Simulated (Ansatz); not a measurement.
The cluster Li6H7. Charge 0, multiplicity 2. Geometry PBE0-D4/def2-TZVP, basis def2-TZVP, Ansatz.

```csv
atom,x (Å),y (Å),z (Å)
Li1,0.277,-0.903,1.603
Li2,1.549,1.483,0.175
Li3,-1.621,-1.152,0.031
Li4,-0.646,1.367,1.287
Li5,0.347,-1.617,-1.371
Li6,-0.435,0.979,-1.630
H7,0.817,-0.079,-0.473
H8,-0.080,2.080,-0.297
H9,1.354,0.049,-1.139
H10,1.076,0.742,1.708
H11,-0.038,-2.131,0.275
H12,-1.138,-0.639,-1.655
H13,-1.461,-0.178,1.486
```

```
run  HOMO (eV)  LUMO (eV)
  A      -3.04      -1.31
  B      -2.82      -1.51
  C      -3.30      -1.33
  D      -2.76      -2.02
  E      -2.95      -1.67
```

HSE06 is defined as in plane-wave codes, on full-range PBE exchange. In the doublet, H7 and H9 lie 0.87 Å apart (atoms count from 1), so H2 has formed as a molecule. Another isomer (doublet) lies 0.44 eV lower at PBE0-D4/def2-TZVP; other spin states weren't run for this one.

HOMO and LUMO are taken over both spins.

Problem. The runs used HSE06, PBE, PBE0, r2SCAN, r2SCANh. Estimate which is which.

Solution. A r2SCANh (10 % exact exchange); B r2SCAN (0 % exact exchange); C PBE0 (25 % exact exchange); D PBE (0 % exact exchange); E HSE06 (range-separated). Exact exchange lowers occupied and raises empty levels; among semilocal functionals meta-GGAs tend to open the gap a little, and such runs are hard to tell apart. The gap grows from 0.74 eV (PBE) to 1.97 eV (PBE0).
